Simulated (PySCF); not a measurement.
**Working out the ionisation energy of C⁺**

C⁺ [He] 2s2 2p1 (2P) → C²⁺ [He] 2s2 (1S). Computed with PySCF 2.14 in Sapporo-DZP-2012, with the spin-free X2C one-electron Hamiltonian (Gaussian nucleus). Frozen: 1s2. Energies in hartree (1 hartree = 27.21139 eV):

| part | C⁺ (lower) | C²⁺ (upper) |
| --- | --- | --- |
| UHF | -37.302163 | -36.416410 |
| CCSD correlation | -0.069838 | -0.072732 |
| (T) | -0.000731 | 0.000000 |

Q: What does Hartree-Fock give?

A: (-36.416410) − (-37.302163) = 0.885753 hartree = 24.103 eV.

Q: What do CCSD and CCSD(T) give?

A: The CCSD correlation energies differ by -0.002894 hartree = -0.079 eV and the triples by 0.000731 hartree = 0.020 eV, so CCSD gives 24.024 eV and CCSD(T) 24.044 eV.

Measured between the centres of the two terms (NIST): 24.378 eV, so CCSD(T) (valence) is off by -0.334 eV.

A double-zeta basis recovers only part of the correlation energy.

The coupled-cluster amplitudes are large, so a single reference is strained.

What remains against the reference includes basis incompleteness, the frozen core and higher excitations.
